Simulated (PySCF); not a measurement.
Computed properties of C3H6AlCl, SMILES C=[CH][Al]([CH3])[Cl]

C3H6AlCl, SMILES C=[CH][Al]([CH3])[Cl]. The structure is a stationary point at B3LYP-D3(BJ)/def2-SVP. The structure was generated by enumeration; whether it is a known compound was not checked. The values are those of a single conformer. All values are computed for the isolated molecule unless a solvent is named; none is compared with measurement here.

**Structure.** The optimised structure has Cs symmetry. All 27 harmonic modes at B3LYP-D3(BJ)/def2-SVP (PySCF) are real, so it is a minimum. With heavy atoms numbered as in [Al:1]([Cl:2])([CH3:3])[CH:7]=[CH2:8], the shortest bond between them is C7–C8 at 1.346 Å and the longest Al1–Cl2 at 2.123 Å.

**Vibrations.** The strongest infrared lines (harmonic, unscaled, degenerate partners summed) lie at 717 cm⁻¹ (156 km/mol, Al 39 %, H 33 %, C 27 %), 705 cm⁻¹ (87 km/mol, H 43 %, C 29 %, Al 28 %), 646 cm⁻¹ (54 km/mol, H 73 %, C 19 %). The softest mode is at 40 cm⁻¹ and the zero-point energy is 49.4 kcal/mol.

**Electronic structure.** PBE0/def2-TZVP (PySCF) places the frontier levels at -7.99 and -1.38 eV, a gap of 6.61 eV, and gives a dipole moment of 2.22 D and a mean polarisability of 72.6 bohr³. PBE/def2-TZVP (PySCF) at the same geometry gives -6.69 and -2.25 eV, so its gap is 2.17 eV narrower. An orbital gap is neither the optical nor the fundamental gap.

**Excitations.** TDA-ωB97X/def2-SVPD (PySCF) has S1 at 5.54 eV (224 nm, f = 0.000, dark); the most intense of the 10 singlets computed lies at 6.85 eV (f = 0.42). T1 (TDA) is at 4.11 eV, 1.43 eV under S1. TDA-PBE/def2-SVPD (PySCF) puts S1 at 4.58 eV. No vertical singlet excitation falls in the visible range (under 3.1 eV).

**NMR.** GIAO shifts at PBE0/pcSseg-1 (PySCF) (non-relativistic, atoms alike by connectivity averaged): ¹³C from -11.0 to 157.8 ppm against TMS; ¹H from 0.1 to 7.0 ppm against TMS. Without spin–orbit terms, shifts of atoms bonded to Cl or Br come out too high.
